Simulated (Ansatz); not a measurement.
Reaction (homolysis of the H–N bond): `[NH2][GeH2][NH2]` → H• + `[NH][GeH2][NH2]`•

Gas-phase electronic energies from Ansatz, PBE0-D4/def2-TZVP geometries. CCSD(T)/CBS is the MP2 limit (def2-TZVPP, def2-QZVPP) plus CCSD(T) − MP2 in def2-TZVPP, frozen cores. This one scheme is used for every species, atoms too. DFT in def2-TZVPP. No spin–orbit coupling; open shells (•) take unrestricted orbitals. Bonds to Ge are less sure, by a few kJ/mol each and by 10 to 20 or more in all where they break to atoms, as the def2 sets lack core-valence functions. Scalar relativity is left out up to krypton. One conformer a species, not always the lowest.

(1) What is ΔE at CCSD(T)/CBS? (An estimate is asked.)

(2) What do these levels give: PBE0-D4, BLYP, r2SCAN, r2SCAN0, HF/def2-SVP, CCSD(T)/def2-SVP, HF/def2-TZVPP, MP2/def2-TZVPP, SCS-MP2/def2-TZVPP, CCSD/def2-TZVPP, HF/CBS(def2), CCSD/CBS(def2)? (Best estimate.)

Largest T1 diagnostic among the species: 0.013.

Answers

(1) The calculation gave: +493.3 kJ/mol.

(2) Computed: PBE0-D4 471.5, BLYP 464.0, r2SCAN 465.0, r2SCAN0 465.3, HF/def2-SVP 362.4, CCSD(T)/def2-SVP 467.3, HF/def2-TZVPP 359.3, MP2/def2-TZVPP 493.9, SCS-MP2/def2-TZVPP 492.5, CCSD/def2-TZVPP 476.5, HF/CBS(def2) 359.7, CCSD/CBS(def2) 488.6 kJ/mol.

In def2-TZVPP, CCSD(T) changes the Hartree–Fock value by +121.8 kJ/mol (the triples alone add +4.7 kJ/mol) and MP2 by +134.5 kJ/mol; breaking electron pairs costs correlation energy, which Hartree–Fock lacks. Leaving LDA and LC-ωPBE aside and taking each functional with its dispersion term where it has one, the values, not all of them listed here, spread over 24.4 kJ/mol, from revPBE-D4 to ωB97M-V. LDA lies +64.4 kJ/mol from PBE without D4, its usual overbinding.
